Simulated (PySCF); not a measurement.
Electron correlation in K (potassium, neutral)

[Ar] 4s1, 2S determinant. Calculation: PySCF 2.14, in ANO-RCC-VTZP; scalar relativity by spin-free X2C-1e. Frozen: [Ne]; 9 electrons correlated.

```json
{"level": "CCSD", "correlation energy (mhartree)": "-241.64"}
{"level": "(T)", "correlation energy (mhartree)": "-6.74"}
{"level": "CCSD(T)", "correlation energy (mhartree)": "-248.38"}
{"level": "CCSDT", "correlation energy (mhartree)": "-248.78"}
```

Diagnostics: T1 = 0.014, D1 = 0.0591, largest double amplitude 0.046.

Cost of the coupled-cluster step: of the order of 1.1 core-seconds, for 9 correlated electrons.

Iterations:

```
CC2 = 0
CCSD nocc = (np.int64(5), np.int64(4)), nmo = (33, 33)
frozen orbitals [[0, 1, 2, 3, 4], [0, 1, 2, 3, 4]]
max_cycle = 100
direct = 0
conv_tol = 1e-08
conv_tol_normt = 1e-06
diis_space = 8
diis_start_cycle = 0
Init t2, MP2 energy = -0.22182912635969
Init E_corr(UCCSD) = -0.221829126360863
cycle = 1  E_corr(UCCSD) = -0.237594061118543  dE = -0.0157649348  norm(t1,t2) = 0.0398121
cycle = 2  E_corr(UCCSD) = -0.240658293540602  dE = -0.00306423242  norm(t1,t2) = 0.0150241
cycle = 3  E_corr(UCCSD) = -0.241936229217838  dE = -0.00127793568  norm(t1,t2) = 0.00778425
cycle = 4  E_corr(UCCSD) = -0.241655259834926  dE = 0.000280969383  norm(t1,t2) = 0.00101884
cycle = 5  E_corr(UCCSD) = -0.241635349148924  dE = 1.9910686e-05  norm(t1,t2) = 0.000236749
cycle = 6  E_corr(UCCSD) = -0.24163968005158  dE = -4.33090266e-06  norm(t1,t2) = 3.56478e-05
cycle = 7  E_corr(UCCSD) = -0.241639662922729  dE = 1.71288515e-08  norm(t1,t2) = 3.29727e-06
cycle = 8  E_corr(UCCSD) = -0.241639633459432  dE = 2.94632971e-08  norm(t1,t2) = 8.41117e-07
cycle = 9  E_corr(UCCSD) = -0.241639632998775  dE = 4.60656902e-10  norm(t1,t2) = 1.68487e-07
UCCSD converged
E(UCCSD) = -601.6987753256909  E_corr = -0.2416396329987747
UCCSD(T) correction = -0.00674226066231886
```
